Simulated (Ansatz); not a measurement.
`CC[SiH](F)[SiH3]` + H₂ → `C[SiH](F)[SiH3]` + CH₄  (hydrogenolysis of a C–C bond)

Computed with Ansatz on PBE0-D4/def2-TZVP structures; ΔE is electronic, products minus reactants. CCSD(T)/CBS adds triple-zeta CCSD(T) − MP2 to the extrapolated MP2 energy (def2 sets, frozen cores). This one scheme is used for every species. Each species was taken in one conformer, which may not be the lowest.

`CC[SiH](F)[SiH3]`:

Z-matrix (Å, degrees):
```
C
C 1 1.527
H 1 1.092 2 111.3
H 1 1.093 2 111.4 3 -120.1
H 1 1.093 2 111.3 3 119.8
Si 2 1.866 1 113.7 3 -60.0
H 2 1.096 1 110.6 3 62.3
H 2 1.097 1 110.7 3 179.4
Si 6 2.346 2 112.6 1 178.9
F 6 1.612 2 108.7 1 58.6
H 6 1.491 2 109.8 1 -57.5
H 9 1.488 6 110.7 2 -58.1
H 9 1.487 6 111.3 2 -179.3
H 9 1.490 6 109.0 2 61.0
```

H₂:

Z-matrix (Å, degrees):
```
H
H 1 0.746
```

`C[SiH](F)[SiH3]`:

Z-matrix (Å, degrees):
```
C
Si 1 1.860
H 1 1.092 2 111.3
H 1 1.094 2 110.0 3 -119.9
H 1 1.093 2 110.6 3 120.7
F 2 1.611 1 108.7 3 -62.3
Si 2 2.346 1 112.5 3 57.7
H 2 1.489 1 110.1 3 -178.9
H 7 1.487 2 111.3 1 -179.0
H 7 1.488 2 110.7 1 -57.7
H 7 1.490 2 108.9 1 61.3
```

CH₄:

Cartesian coordinates in Å:
```
C 0.000 0.000 0.000
H 0.247 -0.557 -0.903
H 0.449 0.992 -0.051
H 0.386 -0.529 0.871
H -1.082 0.095 0.083
```

```json
{"species": "`CC[SiH](F)[SiH3]`", "CCSD(T)/CBS(def2) energy (Eh)": "-759.53732"}
{"species": "H₂", "CCSD(T)/CBS(def2) energy (Eh)": "-1.17544"}
{"species": "`C[SiH](F)[SiH3]`", "CCSD(T)/CBS(def2) energy (Eh)": "-720.28056"}
{"species": "CH₄", "CCSD(T)/CBS(def2) energy (Eh)": "-40.46206"}
```

Question: Work out ΔE.

Answer: ΔE = (-720.28056) + (-40.46206) − (-759.53732) − (-1.17544) = -0.02986 Eh = -18.7 kcal/mol.

Largest T1 diagnostic among the species: 0.012.

Leaving LDA and LC-ωPBE aside and taking each functional with its dispersion term where it has one, the values, not all of them listed here, spread over 4.0 kcal/mol, from B97M-V to revPBE-D4. LDA lies +1.8 kcal/mol from PBE without D4. In def2-TZVPP, CCSD(T) changes the Hartree–Fock value by +4.4 kcal/mol (the triples alone add +0.9 kcal/mol) and MP2 by +5.1 kcal/mol.
